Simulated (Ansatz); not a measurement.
Total energies of SiH(SiH3)3 (Si4H10) from Ansatz at CCSD(T)/def2-TZVP, gas phase (1 Eh = 27.2114 eV = 2625.5 kJ/mol). The reference geometry is relaxed at PBE-D4/def2-SVP.

```tsv
state	geometry	energy (Eh)
charge 0 singlet	reference	-1162.17315
charge 1 doublet	reference	-1161.81250
free Si atom (triplet)	–	-288.92674
free H atom (doublet)	–	-0.49981
```

Correlated methods freeze 20 core orbitals.

(1) Work out the vertical ionisation energy to the doublet.

(2) What is the binding energy per atom against free atoms?

(1) E(charge 1 doublet) − E(charge 0 singlet) = -1161.81250 − (-1162.17315) = 0.36065 Eh = 9.81 eV.

(2) Atoms: 4 × (-288.92674) + 10 × (-0.49981) = -1160.70506 Eh. Binding: -1160.70506 − (-1162.17315) = 1.46809 Eh = 39.95 eV, or 2.85 eV for each of 14 atoms (no zero-point energy, no counterpoise term).
